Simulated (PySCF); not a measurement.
# What a mistake does to a calculation on BFH2NSi cation

These are calculations, not measurements. The program is PySCF 2.14.0, an open-source quantum chemistry code, run on an isolated molecule that a program drew, which may never have been made. The molecule is BFH2NSi cation (charge +1, singlet), drawn as the SMILES string `F[B+]N=[SiH2]`.

Each row is a Hartree-Fock (HF) and frozen-core CCSD(T) single point in the cc-pV(D+d)Z basis, meant for a local HF minimum. Run 1 is clean. Each other run has one planted mistake out of seven kinds, and not every kind appears here: one electron removed, one electron added, multiplicity raised by two, geometry at a saddle point, minimal basis STO-3G, one bond length entered in bohr, all coordinates scaled. The reference is restricted for singlets and unrestricted otherwise, and also for a bond in bohr. Adding or removing an electron swaps singlet and doublet. Electrons count all cores. HOMO and LUMO are orbital energies over both spins, the gradient is its largest component, and the lowest frequency (negative if imaginary) is given only where the gradient is small. Bond lengths are over the 5 bonds as drawn. T1 is the CCSD diagnostic: over 0.02 (restricted) or 0.045 (unrestricted) a single reference is doubtful.

Geometry of the clean run:
```xyz
6
BFH2NSi cation, angstrom
F    -1.2028    1.7774   -3.2590
B    -0.9376    1.1729   -2.1936
N    -0.6681    0.5592   -1.1111
Si   -0.3290   -0.2159    0.2531
H    -0.8680   -1.5488    0.4907
H     0.5192    0.4106    1.2589
```

```
run,electrons,basis functions,<S^2>,HOMO (eV),LUMO (eV),gradient (hartree/bohr),lowest frequency (cm^-1),mean bond (Å),longest bond (Å),T1,HF (hartree),CCSD(T) (hartree),mistake
1,36,75,0.000,-17.93,-4.89,3.2e-05,103,1.4092,1.605,0.0158,-468.49517,-469.01990,no fault
2,36,75,2.017,-12.33,-8.26,1.2e-01,-,1.4092,1.605,0.0439,-468.33503,-468.84471,multiplicity raised by two
3,35,75,0.760,-25.94,-14.33,1.4e-01,-,1.4092,1.605,0.0325,-467.90740,-468.39400,?
4,36,75,0.000,-18.52,-4.61,1.2e-01,-,1.3120,1.494,0.0135,-468.44744,-468.95806,?
```

**Which mistake was planted in run 3, and what did it cost?**

It counts 35 electrons, one fewer than the clean run, at the same geometry and basis. So the mistake is: one electron removed. Subtracting run 1 and multiplying by 627.51 kcal/mol a hartree, the energy moved by 368.8 kcal/mol in HF and 392.8 kcal/mol in CCSD(T).

**Which mistake was planted in run 4, and what did it cost?**

The mean and the longest bond both change by the same factor, 0.931, and the gradient is no longer small. So the mistake is: all coordinates scaled. Subtracting run 1 and multiplying by 627.51 kcal/mol a hartree, the energy moved by 30.0 kcal/mol in HF and 38.8 kcal/mol in CCSD(T).

